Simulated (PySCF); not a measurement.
SbCl5, SMILES [Cl][Sb]([Cl])([Cl])([Cl])[Cl].

Geometry optimised at PBE0-D3(BJ)/def2-SVP. The isomer is the one that the SMILES or the coordinates give; other isomers of the formula were not compared. The def2 effective core potentials stand for the cores of Sb; spin–orbit coupling is left out.

Two levels are set side by side: TDA-PBE/def2-SVPD (PySCF) and TDA-ωB97X/def2-SVPD (PySCF). Vertical, same geometry. The lowest singlet is HOMO→LUMO 100 % with PBE and HOMO→LUMO 96 % with the other functional; states are paired by order. Differences are taken from unrounded values.

```csv
quantity,TDA-PBE
lowest singlet excitation (eV),2.33
lowest triplet excitation (TDA) (eV),2.08
```

Problem. These are the TDA-PBE values. What does TDA-ωB97X give? (An estimate is asked for; the answer gives what the named calculation found.)

Solution. 
```tsv
quantity	TDA-ωB97X	TDA-PBE minus TDA-ωB97X
lowest singlet excitation (eV)	3.76	-1.42
lowest triplet excitation (TDA) (eV)	3.38	-1.30
```

A lower first singlet is the usual sign of a functional without exact exchange. Differences between two approximate levels are no errors against the true value.

Rough cost on one machine, each run with all the roots and properties that it gave: TDA-ωB97X against TDA-PBE about 4 times.
